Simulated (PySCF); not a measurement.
Compound: C6H3F3OSe.
SMILES with atom numbers: `[O:1]=[C:2]([c:3]1[cH:4][cH:5][cH:6][se:7]1)[C:8]([F:9])([F:10])[F:11]` (hydrogens: H12 on C4; H13 on C5; H14 on C6)

Structure used (PBE0-D3(BJ)/def2-SVP), in Å, numbered top down from 1:
```
atom  x, y, z in Å
O1    -1.7404   -1.2981   -1.1396
C2    -1.3774   -0.3886   -0.4351
C3     0.0225   -0.1278   -0.1029
C4     1.0554   -0.9230   -0.5563
C5     2.3455   -0.5244   -0.1369
C6     2.3569    0.5961    0.6572
Se7    0.6710    1.2709    0.9566
C8    -2.4393    0.5625    0.1622
F9    -3.6517    0.2180   -0.2145
F10   -2.2083    1.8213   -0.2285
F11   -2.3814    0.5408    1.4985
H12    0.8507   -1.7885   -1.1892
H13    3.2562   -1.0566   -0.4161
H14    3.2312    1.0810    1.0918
```

The calculation used PBE0-D3(BJ)/def2-SVP geometry optimisation, gas phase (PySCF).

Take the most abundant isotopes and a rigid rotor. The values belong to one conformer with, in the numbering `[O:1]=[C:2]([c:3]1[cH:4][cH:5][cH:6][se:7]1)[C:8]([F:9])([F:10])[F:11]`, O1–C2–C3–C4 -1°.

Q: What are A, B and C (MHz)?

A: Ia = 310.25, Ib = 813.50, Ic = 1035.33 u·Å²; 505379 MHz·u·Å²/I gives A = 1629, B = 621.2, C = 488.1 MHz.

Q: Classify the top.

A: An asymmetric top. Ray's parameter κ = (2B − A − C)/(A − C) = -0.767; −1 is the prolate and +1 the oblate limit.

Q: Is it planar, by Δ = Ic − Ia − Ib?

A: Not planar: Δ = Ic − Ia − Ib = -88.43 u·Å². For a rigid frame Δ = −2 Σ m c², so Σ m c² = 44.21 u·Å² lies off the ab plane: 0.00 from hydrogen and 44.21 from heavier atoms. The atom farthest from that plane is 1.10 Å away.

Q: List the rotational levels J(Ka,Kc) to J = 4 (K).

A: Above 0(0,0), as E/k:
J = 1: 1(0,1) 0.053, 1(1,1) 0.102, 1(1,0) 0.108
J = 2: 2(0,2) 0.159, 2(1,2) 0.202, 2(1,1) 0.221, 2(2,1) 0.366, 2(2,0) 0.367
J = 3: 3(0,3) 0.317, 3(1,3) 0.351, 3(1,2) 0.390, 3(2,2) 0.526, 3(2,1) 0.529, 3(3,1) 0.784, 3(3,0) 0.784
J = 4: 4(0,4) 0.524, 4(1,4) 0.551, 4(1,3) 0.614, 4(2,3) 0.738, 4(2,2) 0.747, 4(3,2) 0.998, 4(3,1) 0.998, 4(4,1) 1.358, 4(4,0) 1.358

Q: Which types of transition are allowed, and where do some lines up to J = 2 fall?

A: The dipole components are |μa| = 3.81 D, |μb| = 0.71 D, |μc| = 0.03 D. The squared components, which scale the intensities, stand as 1.00 : 0.03 : 0.00 (a : b : c). Some of the stronger lines:

```csv
type,branch,"J(Ka,Kc)",MHz,lower level (cm⁻¹)
a,Q,"2(1,1) ← 2(1,2)",399,0.140
a,R,"1(0,1) ← 0(0,0)",1109,0.000
b,R,"2(0,2) ← 1(1,1)",1199,0.071
b,Q,"2(1,1) ← 2(0,2)",1286,0.111
a,R,"2(1,2) ← 1(1,1)",2086,0.071
b,R,"1(1,1) ← 0(0,0)",2117,0.000
a,R,"2(0,2) ← 1(0,1)",2206,0.037
a,R,"2(1,1) ← 1(1,0)",2352,0.075
b,R,"2(1,2) ← 1(0,1)",3093,0.037
b,Q,"2(2,1) ← 2(1,2)",3422,0.140
b,R,"2(2,1) ← 1(1,0)",5375,0.075
b,R,"2(2,0) ← 1(1,1)",5520,0.071
```

No frequency check. These are rigid-rotor constants of the computed structure; measured ground-state constants (B0) also hold zero-point vibration.
